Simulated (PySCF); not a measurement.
# What a mistake does to a calculation on BGeH3N anion

Calculated results; nothing here was measured. They come from PySCF 2.14.0, an open-source quantum chemistry program, on an isolated molecule that a program drew, which may never have been made. The molecule is BGeH3N anion (charge -1, singlet), drawn as the SMILES string `B=[N][GeH2-]`.

Each row is a Hartree-Fock (HF) and frozen-core CCSD(T) single point in the aug-cc-pVDZ basis, meant for a local HF minimum. Run 1 is clean. Each other run has one planted mistake out of seven kinds, and not every kind appears here: one electron removed, one electron added, multiplicity raised by two, geometry at a saddle point, minimal basis STO-3G, one bond length entered in bohr, all coordinates scaled. The reference is restricted for singlets and unrestricted otherwise, and also for a bond in bohr. Adding or removing an electron swaps singlet and doublet. Electrons count all cores. HOMO and LUMO are orbital energies over both spins, the gradient is its largest component, and the lowest frequency (negative if imaginary) is given only where the gradient is small. Bond lengths are over the 5 bonds as drawn. T1 is the CCSD diagnostic: over 0.02 (restricted) or 0.045 (unrestricted) a single reference is doubtful. Germanium has the aug-cc-pVDZ-PP basis, with a core potential (ECP10MDF) in place of its 10 inner electrons, and its 3s, 3p and 3d shells are frozen in CCSD(T).

Geometry of the clean run:
```xyz
6
BGeH3N anion, angstrom
B     1.1844   -0.1847    0.6078
N     0.7507   -0.9409    1.4796
Ge   -0.0443   -2.2892    2.6688
H     1.6008    0.5409   -0.2209
H    -0.6941   -1.2430    3.7061
H     1.2750   -2.5324    3.5595
```

| run | electrons | basis functions | <S^2> | HOMO (eV) | LUMO (eV) | gradient (hartree/bohr) | lowest frequency (cm^-1) | mean bond (Å) | longest bond (Å) | T1 | HF (hartree) | CCSD(T) (hartree) | mistake |
|---|---|---|---|---|---|---|---|---|---|---|---|---|---|
| 1 | 48 | 105 | 0.000 | -2.26 | 3.46 | 3.2e-05 | 175 | 1.5193 | 1.966 | 0.0178 | -374.27081 | -374.68968 | no fault |
| 2 | 48 | 105 | 0.657 | -1.37 | 3.38 | 1.3e-02 | - | 1.8058 | 3.043 | 0.0732 | -374.20064 | -374.61750 | one bond length entered in bohr |
| 3 | 47 | 105 | 0.760 | -9.96 | -0.45 | 7.1e-02 | - | 1.5193 | 1.966 | 0.0186 | -374.22486 | -374.60965 | one electron removed |
| 4 | 48 | 105 | 0.000 | -0.04 | 3.36 | 3.0e-05 | -1084 | 1.4521 | 1.849 | 0.0192 | -374.19790 | -374.62098 | geometry at a saddle point |
| 5 | 48 | 105 | 2.008 | 0.77 | 2.93 | 5.6e-02 | - | 1.5193 | 1.966 | 0.0328 | -374.19435 | -374.58625 | multiplicity raised by two |
| 6 | 48 | 105 | 0.000 | -1.85 | 3.38 | 9.4e-02 | - | 1.4236 | 1.842 | 0.0159 | -374.24580 | -374.65276 | ? |

**Which mistake was planted in run 6, and what did it cost?**

The mean and the longest bond both change by the same factor, 0.937, and the gradient is no longer small. So the mistake is: all coordinates scaled. Subtracting run 1 and multiplying by 627.51 kcal/mol a hartree, the energy moved by 15.7 kcal/mol in HF and 23.2 kcal/mol in CCSD(T).

Cautions from the logs. Run 2: T1 is over the limit, so its CCSD(T) energy is less reliable; run 5: the HOMO is above zero, so the electron isn't bound and the energy depends on the basis.
